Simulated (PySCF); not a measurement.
## Gas-phase XPS of `N[C](=O)[GeH2][SH]`, computed

CH5GeNOS.
Numbering: `[NH2:1][C:2](=[O:3])[GeH2:4][SH:5]`

Structure used (PBE0-D3(BJ)/def2-SVP), in Å, numbered top down from 1:
```
atom  x, y, z in Å
N1    -1.633    0.666    0.252
C2    -0.888   -0.404   -0.112
O3    -1.252   -1.246   -0.903
Ge4    0.949   -0.530    0.672
S5     2.308    0.727   -0.572
H6    -2.537    0.804   -0.189
H7    -1.277    1.381    0.869
H8     1.064    0.083    2.083
H9     1.369   -2.005    0.654
H10    1.981    0.103   -1.725
```

Computed, not measured: delta-SCF UKS SCAN, pcX-2 on the ionised atom, pcseg-1 elsewhere, spin-free X2C in PySCF 2.14.0. These are vertical core ionisation energies against the vacuum level, from separate self-consistent calculations with and without the core hole.

**Question.** Give the core binding energies atom by atom.

**Answer.** 
```tsv
atom(s)	bonded to	level	binding energy (eV)	count
S5	H and Ge	S 1s	2477.03	1
O3	C (double bond)	O 1s	537.23	1
N1	C and 2 H	N 1s	406.29	1
C2	O (double bond), N and Ge	C 1s	293.56	1
```

**Question.** Which effective nuclear charge Zeff reproduces each element's mean 1s value in the hydrogen-like formula E = 13.606 eV × Zeff²?

**Answer.** C (Z = 6): mean 293.6 eV, Zeff = 4.64, Z − Zeff = 1.36; N (Z = 7): mean 406.3 eV, Zeff = 5.46, Z − Zeff = 1.54; O (Z = 8): mean 537.2 eV, Zeff = 6.28, Z − Zeff = 1.72; S (Z = 16): mean 2477.0 eV, Zeff = 13.49, Z − Zeff = 2.51. Means run over the listed sites, weighted by atom count.

**Question.** Which photon wavelength matches the S 1s of S5 threshold?

**Answer.** λ = hc/E = 12398.42 eV Å / 2477.03 eV = 5.005 Å.

Not every level is listed. No level of germanium is listed. Isolated species at its PBE0-D3(BJ)/def2-SVP geometry (one conformer only).
